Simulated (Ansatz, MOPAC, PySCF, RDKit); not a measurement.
Pair of molecules: HF (SMILES F) (first 2 atoms) with HCl (SMILES Cl); geometry from B3LYP-D3(BJ)/def2-TZVP, rigid monomers moved along the line of their centres of mass till H2···Cl3 is 3.20 Å.
(charge 0, multiplicity 1):
```xyz
4

F     -0.012    -0.084    -0.139
H      0.154     0.134     0.751
Cl    -0.042     0.639     3.910
H     -1.256     0.221     3.891
```

Monomers are frozen at their geometry in the pair; levels with a basis set take the counterpoise correction. Rows marked so take none. RDKit's UFF carries no charges.

Frozen-core correlation. CBS: X⁻³ extrapolation of the correlation energy, Hartree–Fock from the larger set. Rows in 3-21G, STO-3G carry no dispersion term and start afresh at each structure. The state that PM6 reach isn't checked.

Programs: Ansatz (an electronic-structure program); MOPAC for PM6 (differences of heats of formation); PySCF for 3-21G rows, STO-3G rows, the dispersion terms; RDKit for the force fields. Values without a source in brackets are computed.

```
level                                          interaction energy (kcal/mol)
---------------------------------------------  -----------------------------
UFF                                                                    -0.20
PM6                                                                    -0.58
HF/STO-3G (no counterpoise)                                            -0.59
PBE-D3(BJ)/def2-TZVPPD                                            (withheld)
B3LYP/3-21G (no counterpoise)                                          -1.57
PBE0-D3(BJ)/def2-TZVPPD                                                -1.59
CCSD/aug-cc-pV(D+d)Z                                                   -1.34
CCSD/aug-cc-pV(Q+d)Z                                                   -1.36
CCSD(T)/CBS(aug-cc-pV(T+d)Z, aug-cc-pV(Q+d)Z)                     (withheld)
```

Problem. Complete the blanks.

Solution. 
- PBE-D3(BJ)/def2-TZVPPD, interaction energy (kcal/mol): -1.68
- CCSD(T)/CBS(aug-cc-pV(T+d)Z, aug-cc-pV(Q+d)Z), interaction energy (kcal/mol): -1.43
